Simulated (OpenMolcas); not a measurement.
**Computed transition rates of Ar2+**

```yaml
Program: OpenMolcas
Method: "SS-CASPT2, IPEA 0.25 Eh, imaginary shift 0.1 Eh (closed shells correlated: 2s 2p)"
Basis: ANO-RCC-VTZP [5s4p2d1f]
Scalar_Hamiltonian: DKH2, point nucleus
Active_space: 6 electrons in 8 orbitals (3s 3p 4s 4p)
State_averaging: 2S+1 = 3 even, 3 roots; 2S+1 = 1 even, 6 roots; 2S+1 = 3 odd, 3 roots; 2S+1 = 1 odd, 3 roots
Spin-orbit_coupling: RASSI with atomic mean-field integrals over the reference wave functions, term energies averaged over their components
```

Rates come from the transition moments of the reference wave functions (E1 and E2 in the length form). At fixed line strength A goes as λ^-3 for E1 and M1 and as λ^-5 for E2, so a rate at the computed wavelength can be rescaled to the measured one. Measured vacuum wavelengths follow from level energies in Saloman, J. Phys. Chem. Ref. Data 39, 033101 (2010). Branching counts decays inside the model space alone, at computed energies, and the table is only a selection of the E2 and M1 lines, drawn from those between levels with measured partners whose computed energy lies within a factor of 1.5 of the measured one.

```csv
Upper,Lower,Type,λ computed (nm),λ measured (nm),A computed (s-1),A rescaled (s-1),Branching %
3s2 3p4 1S0,3s2 3p4 3P1,M1,301.4,311,3.63e+00,,53.5
3s2 3p4 1S0,3s2 3p4 1D2,E2,516.5,519.3,3.12e+00,3.04e+00,46.0
3s2 3p4 1D2,3s2 3p4 3P2,M1,674.3,713.8,3.02e-01,,78.4
3s2 3p4 1D2,3s2 3p4 3P1,M1,723.8,775.3,8.14e-02,,21.2
3s2 3p4 1S0,3s2 3p4 3P2,E2,292.5,300.6,3.57e-02,,0.5
3s2 3p4 3P1,3s2 3p4 3P2,M1,9845,8991,2.36e-02,3.10e-02,100.0
3s2 3p4 3P0,3s2 3p4 3P1,M1,23200,21830,4.33e-03,5.20e-03,100.0
```

Spin-changing lines and M1 lines between different terms are not rescaled, since their strength hangs on the term gaps too.

The largest correction is for 3s2 3p4 3P1 → 3s2 3p4 3P2 (M1): 2.36e-02 × (9845 / 8991)^3 = 3.10e-02 s-1, a factor of 1.31.

The computed rate and branching of 3s2 3p4 3P1 → 3s2 3p4 3P2 give the upper level a radiative lifetime of 1.000 / 2.36e-02 s-1 = 4.24e+01 s, counting decays inside the model space alone. The rescaled rate gives about 3.2e+01 s.

No measured rate stands beside these. Rescaling mends the energy factor alone: line strengths can still be far off where a level mixes with configurations outside the active space, and weak or spin-changing lines hang on small mixing coefficients that depend on the term gaps too, so rescaling need not improve them.

CASPT2 breaks the degeneracy within a term, and the mean is taken; among the terms shown or strongly mixed into the levels shown the widest spread is 42 cm-1 (3s2 3p4 1D). Over all roots computed the reference weight is 0.87 to 0.96; the roots of lowest weight are the least certain, and an intruder state may touch them. Active for correlation alone: 4p 4s; no level in the range computed is led by a configuration that fills them, so any true level of that kind is missing. Measured partners are found by configuration, term and J. A level has none where our copy of the source lacks it or the pairing is in doubt (some pairs that miss far off the trend of their configuration count as doubtful). Only configurations of the active space appear.
